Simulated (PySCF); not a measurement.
CH₄BeOS (SMILES C[S][Be][OH]), singlet, geometry from GFN2-xTB (such geometries of metal compounds can be far from the true shape), atoms displaced at random by about 0.03 Å a coordinate; DF-TPSS/6-31G, gradient (PySCF).

Input for PySCF:
```python
from pyscf import gto, scf, dft

mol = gto.Mole()
mol.atom = '''
    Be   -0.71323021    0.54732363    0.69181831
    O    -1.74494464    1.31098146    1.14608828
    H    -2.47737483    1.84130389    1.43988533
    S     0.79463893   -0.50840957    0.13876112
    C     0.72050685   -0.61913898   -1.66109755
    H    -0.30075942   -0.89915355   -2.07512037
    H     1.50329266   -1.23387365   -2.05696160
    H     0.87498435    0.46558089   -2.06044184
'''
mol.basis = '6-31g'
mol.verbose = 4
mol.build()

mf = dft.RKS(mol)
mf.xc = 'tpss'
mf = mf.density_fit(auxbasis='def2-universal-jkfit')
mf.kernel()
g = mf.nuc_grad_method()
g.auxbasis_response = False
grad = g.kernel()
```

It wrote (shortened):

```
PySCF version 2.14.0

[INPUT] verbose = 4
[INPUT] num. atoms = 8
[INPUT] num. electrons = 38
[INPUT] charge = 0
[INPUT] spin (= nelec alpha-beta = 2S) = 0
[INPUT] symmetry False subgroup None
[INPUT] Mole.unit = angstrom
[INPUT] Symbol           X                Y                Z      unit          X                Y                Z       unit  Magmom
[INPUT]  1 Be    -0.713230210000   0.547323630000   0.691818310000 AA   -1.347809760666   1.034291762203   1.307347133859 Bohr   0.0
[INPUT]  2 O     -1.744944640000   1.310981460000   1.146088280000 AA   -3.297467472128   2.477395913782   2.165792963774 Bohr   0.0
[INPUT]  3 H     -2.477374830000   1.841303890000   1.439885330000 AA   -4.681559936591   3.479560064196   2.720988924479 Bohr   0.0
[INPUT]  4 S      0.794638930000  -0.508409570000   0.138761120000 AA    1.501649945617  -0.960754846408   0.262220513538 Bohr   0.0
[INPUT]  5 C      0.720506850000  -0.619138980000  -1.661097550000 AA    1.361560617373  -1.170003105243  -3.139019435686 Bohr   0.0
[INPUT]  6 H     -0.300759420000  -0.899153550000  -2.075120370000 AA   -0.568352933183  -1.699153953430  -3.921409174806 Bohr   0.0
[INPUT]  7 H      1.503292660000  -1.233873650000  -2.056961600000 AA    2.840811412469  -2.331683270817  -3.887094072747 Bohr   0.0
[INPUT]  8 H      0.874984350000   0.465580890000  -2.060441840000 AA    1.653480784781   0.879820370931  -3.893670773195 Bohr   0.0

nuclear repulsion = 121.875613414519
number of shells = 30
number of NR pGTOs = 128
number of NR cGTOs = 48
basis = 6-31g
ecp = {}

******** <class 'pyscf.df.df_jk.DFRKS'> ********
method = DFRKS
initial guess = minao
damping factor = 0
level_shift factor = 0
DIIS = <class 'pyscf.scf.diis.CDIIS'>
diis_start_cycle = 1
diis_space = 8
diis_damp = 0
SCF conv_tol = 1e-09
SCF conv_tol_grad = None
SCF max_cycles = 50
direct_scf = False
XC library pyscf.dft.libxc version 7.1.2
    S. Lehtola, C. Steigemann, M. J. T. Oliveira, and M. A. L. Marques,  SoftwareX 7, 1–5 (2018)
XC functionals = tpss
    J. Tao, J. P. Perdew, V. N. Staroverov, and G. E. Scuseria,  Phys. Rev. Lett. 91, 146401 (2003)
    J. P. Perdew, J. Tao, V. N. Staroverov, and G. E. Scuseria,  J. Chem. Phys. 120, 6898 (2004)
    J. Tao, J. P. Perdew, V. N. Staroverov, and G. E. Scuseria,  Phys. Rev. Lett. 91, 146401 (2003)
    J. P. Perdew, J. Tao, V. N. Staroverov, and G. E. Scuseria,  J. Chem. Phys. 120, 6898 (2004)
radial grids:
    Treutler-Ahlrichs [JCP 102, 346 (1995); DOI:10.1063/1.469408] (M4) radial grids

becke partition: Becke, JCP 88, 2547 (1988); DOI:10.1063/1.454033
pruning grids: <function nwchem_prune>
grids dens level: 3
symmetrized grids: False
atomic radii adjust function: <function treutler_atomic_radii_adjust>
small_rho_cutoff = 0
Set gradient conv threshold to 3.16228e-05
Initial guess from minao.
tot grids = 100040
init E= -528.876355058415
  HOMO = -0.280869727284495  LUMO = -0.0715777608314543  gap/eV = 5.69512
cycle= 1 E= -528.579341768328  delta_E= 0.297  |g|= 0.873  |ddm|= 2.79
  HOMO = -0.0949773251466608  LUMO = 0.0435511912917996  gap/eV = 3.76955
cycle= 2 E= -527.787883760267  delta_E= 0.791  |g|= 2.07  |ddm|= 1.84
  HOMO = -0.158694786001868  LUMO = 0.00279785699916668  gap/eV = 4.39444
cycle= 3 E= -528.718226263238  delta_E= -0.93  |g|= 0.212  |ddm|= 1.39
  HOMO = -0.212124499501552  LUMO = -0.0116921369185075  gap/eV = 5.45404
cycle= 4 E= -528.730284408318  delta_E= -0.0121  |g|= 0.107  |ddm|= 0.418
  HOMO = -0.197134781475784  LUMO = -0.00734690741198141  gap/eV = 5.16439
cycle= 5 E= -528.734136305578  delta_E= -0.00385  |g|= 0.017  |ddm|= 0.16
  HOMO = -0.195413185689682  LUMO = -0.00559716126066578  gap/eV = 5.16516
cycle= 6 E= -528.734242647427  delta_E= -0.000106  |g|= 0.0061  |ddm|= 0.0356
  HOMO = -0.195684679350237  LUMO = -0.00557365113100183  gap/eV = 5.17318
cycle= 7 E= -528.734252685309  delta_E= -1e-05  |g|= 0.00195  |ddm|= 0.00849
  HOMO = -0.195555873728897  LUMO = -0.0057029701442679  gap/eV = 5.16616
cycle= 8 E= -528.734253846558  delta_E= -1.16e-06  |g|= 0.00023  |ddm|= 0.00267
  HOMO = -0.1955640108271  LUMO = -0.0056889916782914  gap/eV = 5.16676
cycle= 9 E= -528.734253868935  delta_E= -2.24e-08  |g|= 1.9e-05  |ddm|= 0.000487
  HOMO = -0.195566721037954  LUMO = -0.0056894627693922  gap/eV = 5.16682
cycle= 10 E= -528.734253869043  delta_E= -1.08e-10  |g|= 3.1e-06  |ddm|= 3.72e-05
  HOMO = -0.195565923033288  LUMO = -0.00568951353318048  gap/eV = 5.16680
Extra cycle  E= -528.734253869045  delta_E= -1.71e-12  |g|= 2.88e-06  |ddm|= 1.08e-05
converged SCF energy = -528.734253869045

******** <class 'pyscf.df.grad.rks.Gradients'> for <class 'pyscf.df.df_jk.DFRKS'> ********
unit = Eh/Bohr
grid_response = False
--------------- DFRKS gradients ---------------
         x                y                z
0 Be    -0.0212455899     0.0152334593     0.0098873138
1 O     0.0188757390    -0.0135130578    -0.0077173582
2 H     0.0039124714    -0.0028669889    -0.0020563343
3 S    -0.0052261748     0.0079324167    -0.0387628073
4 C     0.0341394648    -0.0552384500     0.0537305305
5 H    -0.0228987852     0.0034281407    -0.0105222238
6 H    -0.0080582896     0.0114253406     0.0018818815
7 H    -0.0003031210     0.0341022462    -0.0056735696
----------------------------------------------
```
